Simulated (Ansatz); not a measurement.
The cluster Ca₅Si₃⁺, relaxed as a doublet with UKS PBE-D4/def2-SVP in Ansatz, starting from the GFN2-xTB geometry. Force threshold 0.03 eV/Å.

Another isomer (doublet) lies 2.38 eV lower at PBE0-D4/def2-TZVP; other spin states weren't run for this one.

Start:

```xyz
8

Ca    4.4930   -0.0060   -4.4413
Ca   -1.4527   -0.3018    3.9798
Ca    2.1416    0.8657   -2.0080
Ca   -0.7039   -0.0090    0.6947
Ca   -4.0155    0.0126    1.3833
Si   -2.0307   -1.2338    1.8553
Si    1.5280    0.2461    0.0221
Si    0.0401    0.4262   -1.4861
```

```
         step   energy (eV)  largest force component (eV/Å)  SCF passes
            1  -115748.5624                           8.084         127
            2  -115752.1514                           3.860          46
            3  -115754.0875                           1.739          45
            4  -115755.1136                           0.658          44
            5  -115755.6009                           0.619         107
            6  -115755.8790                           0.387          48
            7  -115756.0313                           0.192          39
            8  -115756.1160                           0.287          35
            9  -115756.1804                           0.146          35
           10  -115756.2333                           0.107          35
           11  -115756.2851                           0.147          34
           13  -115756.4044                           0.206          35
           15  -115756.5487                           0.240          38
           17  -115756.7737                           0.275          38
           19  -115757.0733                           0.365          36
           21  -115757.4105                           0.324          37
           23  -115757.7022                           0.323          42
           25  -115757.8698                           0.082          45
           27  -115757.8935                           0.101          40
           29  -115757.9086                           0.105          46
           31  -115757.9953                           0.194          53
           33  -115758.0902                           0.172          44
35 (rejected)  -115758.1021                           0.255          49
37 (rejected)  -115758.1249                           0.059          45
           39  -115758.1272                           0.023          42
```

Force components are those of the run's own axes.

End:

```xyz
8

Ca    1.6786   -0.8290   -3.1265
Ca   -2.6228   -0.4298    4.0101
Ca    1.9952    2.3610   -2.6395
Ca    0.6692   -0.4048    1.5857
Ca   -2.4779    0.0966    0.0380
Si   -1.7944   -1.8339    1.9204
Si    2.4090    0.3548   -0.5958
Si    0.1431    0.6850   -1.1923
```

Bonds lost: Ca3–Ca4 (atoms count from 1). Bonds formed: Ca1–Si7, Ca1–Si8, Ca5–Si8 (atoms count from 1). Metal–metal contacts that move far: Ca2–Ca4 3.38 to 4.09 Å.

The force fell under the threshold at step 38, but the optimiser went on. No frequencies were taken in this run, so the end may be a saddle point.

It took 3.7 min on 6 threads of Intel Xeon on a shared host.
